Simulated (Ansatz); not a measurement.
Wavefunction ladder for C$_{2}$H$_{6}$BBrO, SMILES `COB(C)Br`

Cartesian coordinates in Å:
```
C -0.932 -0.015 1.730
O 0.069 -0.228 0.756
B 0.047 0.122 -0.533
C 1.247 -0.201 -1.472
Br -1.500 1.055 -1.290
H -0.478 0.499 2.578
H -1.757 0.581 1.336
H -1.306 -0.985 2.062
H 2.057 -0.699 -0.937
H 1.633 0.712 -1.933
H 0.922 -0.842 -2.297
```

Total charge 0; spin multiplicity 1. Correlated methods include outer-core shells of Br, which these sets cover unevenly. Scalar relativity is left out up to krypton. The geometry is a stationary point of PBE0-D4/def2-TZVP. It is one conformer, not always the lowest. Frozen core, restricted reference, Ansatz.

```csv
basis,HF (Eh),MP2 corr.,CCSD corr.,(T),CCSD(T) total
def2-SVP,-2750.84175,-0.78334,?,?,?
def2-TZVPP,-2751.36048,-0.96116,-0.99670,?,?
def2-QZVPP,?,-1.32691,–,–,–
```

(1) Fill in the withheld values. (An estimate is asked.)

Answers

(1) The calculation gave: def2-SVP CCSD corr.: -0.82460; def2-SVP (T): -0.02195; def2-SVP CCSD(T) total: -2751.68830; def2-TZVPP (T): -0.03766; def2-TZVPP CCSD(T) total: -2752.39484; def2-QZVPP HF (Eh): -2751.41819.
